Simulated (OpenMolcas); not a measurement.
# Ag2+: moving or changing the point charges

Ag2+ among 6 point charges of -1.7 e arranged as an octahedron (Oh), 1.98 Å from the ion.
```
   1.9800    0.0000    0.0000  -1.70
   0.0000    1.9800    0.0000  -1.70
  -1.9800    0.0000    0.0000  -1.70
   0.0000   -1.9800    0.0000  -1.70
   0.0000    0.0000    1.9800  -1.70
   0.0000    0.0000   -1.9800  -1.70
```

* Program: OpenMolcas 26.06
* Method: SS-CASPT2, IPEA 0.25 Eh, imaginary shift 0.1 Eh (closed shells correlated: 4s 4p)
* Basis: ANO-RCC-VDZP [6s5p3d1f]
* Scalar Hamiltonian: DKH2, point nucleus
* Active space: 9 electrons in 5 orbitals (4d)
* State averaging: 2S+1 = 2 even, 5 roots
* Spin-orbit coupling: state interaction with AMFI integrals over the reference wave functions

Runs around this geometry, states (labels of O, the rotations of Oh). Energies in cm-1 above the lowest state or level, χT in cm3 K/mol; 10Dq is the gap between the two states.

```json
{"R (Å)": "1.98", "q (e)": "-1.1", "Ground state": "2E", "First state of that spin": "2T2 5070", "10Dq": "5068", "First gap with spin-orbit (degeneracies)": "4030 (4, 2)", "χT at 300 K": "0.876"}
{"R (Å)": "1.83", "q (e)": "-1.7", "Ground state": "2E", "First state of that spin": "2T2 10910", "10Dq": "10910", "First gap with spin-orbit (degeneracies)": "9590 (4, 2)", "χT at 300 K": "0.654"}
{"R (Å)": "1.98", "q (e)": "-1.7", "Ground state": "2E", "First state of that spin": "2T2 7810", "10Dq": "7806", "First gap with spin-orbit (degeneracies)": "6590 (4, 2)", "χT at 300 K": "0.745"}
```

Taking |10Dq| as R^-n, n = -ln(7806 / 10910) / ln(1.98 / 1.83) = 4.2 between the shortest and longest distance. The point-charge formula for a cubic d site gives n = 5.

Scaling the charges by -1.1 / -1.7 = 0.65 scales |10Dq| by 5068 / 7806 = 0.65; with fixed orbitals a first-order splitting would follow the charge.

An orbital doublet at a regular site is open to a Jahn-Teller distortion, which this geometry leaves out. Free-ion shares, where given, are those of the reference states; single-state CASPT2 does not remix them. This is an electrostatic model: the charges have no orbitals. No measured value stands beside these numbers.
